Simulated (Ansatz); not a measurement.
Cu, charge +1, singlet; HF/def2-SVPD (Ansatz, a first-principles code).

Ansatz was given this input:
Ansatz 0.2 input:
```yaml
crystal:
  periodic: [false, false, false]
  atoms:
    - {symbol: Cu, position_ang: [0.00000000, 0.00000000, 0.00000000]}
basis:
  gaussian:
    orbitals: def2-SVPD
hamiltonian:
  xc: hf
total_charge: 1
```

### Question
Predict the main parts of the log of this Ansatz run.

### Answer

```
Functional definition: HF
257 factors; integrals over basis functions are off by at most 1.4e-4 eV
mean field evaluation 1: about -44569.7916 eV, gradient 9.8e1 eV
mean field evaluation 2: about -44569.8003 eV, gradient 9.8e1 eV
mean field evaluation 4: about -44584.7215 eV, gradient 4.4e0 eV
mean field evaluation 8: about -44584.7490 eV, gradient 1.8e-5 eV
mean field -44584.74898740 eV, -1638.4593046585 hartree, gradient 3.8e-5 eV, S^2 0.000000; 0 other end points of the search recorded, 0 dependent functions left out
reference -44584.74898740 eV, -1638.4593046585 hartree; 14, 14 occupied and 20, 20 virtual orbitals, 257 factors
Total energy: -44584.74898740 eV, -1638.4593046585 hartree
```
